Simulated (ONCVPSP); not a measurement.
# tin ONCV: all-electron and pseudo phase curves

```
Element                 : Sn
Generator               : ONCVPSP 4.0.1
Type                    : optimised norm-conserving Vanderbilt (ONCV)
Functional              : PBE
Relativity              : scalar-relativistic
Frozen core             : [Kr]
Valence charge          : 14
Reference configuration : 4d10 5s2 5p2
Partial waves           : 5s: rc 2.10 bohr, ncon 5, nbas 8, qcut 2.5 1/bohr, 2 projectors, debl 3.2 Ha; 5p: rc 2.30 bohr, ncon 4, nbas 8, qcut 4.1 1/bohr, 2 projectors, debl 3.6 Ha; 4d: rc 1.00 bohr, ncon 3, nbas 7, qcut 9.1 1/bohr, 2 projectors, debl 2.8 Ha
Local potential         : polynomial inside 0.90 bohr (lpopt 5, dvloc0 3 Ha)
Core correction         : Teter function, fcfact 2.5, rcfact 1.55
```

The phase is arctan(r·R′/R) of the radial function R(r), unwrapped; energies in Ha, scanned from -2 to 5 Ha. A pole is an energy at which the radial function vanishes at the test radius. The pseudo phase is shifted by a multiple of π to meet the all-electron one at the reference energy, and phase errors are pseudo minus all-electron; the curves can meet again beyond the range given. Levels narrower than the energy grid can be missing from the lists of poles. n/a: not evaluated, since a narrow level or a reset projector energy made the automatic matching unsafe.

```
channel  radius (bohr)  reference energy (Ha)  poles, all-electron  poles, pseudo  unbroken range about the reference energy with phases within 0.05 rad  phase error 1 Ha above the reference energy (rad)
      s           2.13                  -0.39                 1.31           1.31                                                              below 3.8                                             -0.001
      p           2.33                  -0.14                 1.51           1.50                                                                    n/a                                                n/a
      d           1.01                  -0.95                 4.38           4.38                                                        the whole range                                             -0.000
```

Note: ghosts flagged at negative energy: s at -191.0 eV, p at -39.9 eV; no localised positive-energy state flagged. A true bound ghost makes a file unfit for plane-wave use.

Phases in the s channel:

```tsv
E (Ha)	all-electron	pseudo
-1.98	1.127	1.124
-1.80	1.073	1.070
-1.62	1.001	0.998
-1.44	0.900	0.897
-1.26	0.751	0.748
-1.08	0.524	0.520
-0.90	0.181	0.179
-0.72	-0.252	-0.253
-0.54	-0.649	-0.649
-0.36	-0.929	-0.929
-0.18	-1.112	-1.112
0.00	-1.234	-1.235
0.18	-1.321	-1.321
0.36	-1.385	-1.385
0.54	-1.434	-1.435
0.72	-1.474	-1.475
0.90	-1.508	-1.509
1.08	-1.537	-1.538
1.26	-1.564	-1.565
1.44	-1.588	-1.589
1.62	-1.611	-1.612
1.80	-1.633	-1.634
1.98	-1.656	-1.657
2.16	-1.680	-1.680
2.34	-1.705	-1.706
2.52	-1.734	-1.734
2.70	-1.766	-1.766
2.88	-1.805	-1.805
3.06	-1.854	-1.855
3.24	-1.919	-1.920
3.42	-2.009	-2.014
3.60	-2.143	-2.160
3.78	-2.361	-2.412
3.96	-2.726	-2.861
4.14	-3.244	-3.472
4.32	-3.717	-3.938
4.50	-4.020	-4.203
4.68	-4.200	-4.359
4.86	-4.313	-4.464
```
